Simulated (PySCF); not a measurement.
From computed data to an observable: chemical shift, span and skew from a shielding tensor

Ge(Et)(OH)3 (C₂H₈GeO₃), SMILES C[CH2][Ge]([OH])([OH])[OH]. Atoms are numbered in the order given.

```xyz
14

C     -2.5128     0.3683     0.3967
C     -1.2812    -0.2623     1.0539
Ge     0.3158    -0.0496    -0.0425
O      0.7619     1.6472    -0.3374
O      1.6452    -0.9262     0.7607
O      0.1214    -0.6334    -1.7117
H     -2.3675     1.4477     0.2317
H     -2.7103    -0.0839    -0.5877
H     -3.4134     0.2396     1.0180
H     -1.0720     0.1834     2.0406
H     -1.4195    -1.3425     1.2255
H      0.7565     2.1702     0.4747
H      2.4931    -0.7683     0.3224
H      0.1647    -1.5972    -1.7612
```

The structure is a stationary point at B3LYP-D3(BJ)/def2-SVP. One conformer was computed; it need not be the lowest.

GIAO shieldings from HF/pcSseg-1 (PySCF), non-relativistic, no solvent. The symmetric part of the tensor of C2 has the principal values 180.0, 182.6, 192.7 ppm. The same nucleus in TMS has σ = 192.6 ppm at this level (PySCF, at its B3LYP-D3(BJ)/def2-TZVP geometry).

### Question
Work out the isotropic shielding, the ¹³C shift against TMS, the span and the skew.

### Answer

σ(iso) = (σ11 + σ22 + σ33)/3 = 185.1 ppm. δ = σ(ref) − σ(iso) = 192.6 − (185.1) = 7.5 ppm.
Span Ω = σ33 − σ11 = 12.7 ppm. Skew κ = 3(σ(iso) − σ22)/Ω = 0.59. Tumbling in solution averages the tensor to δ; in a static solid the shielding alone would spread this spin-1/2 line over Ω.
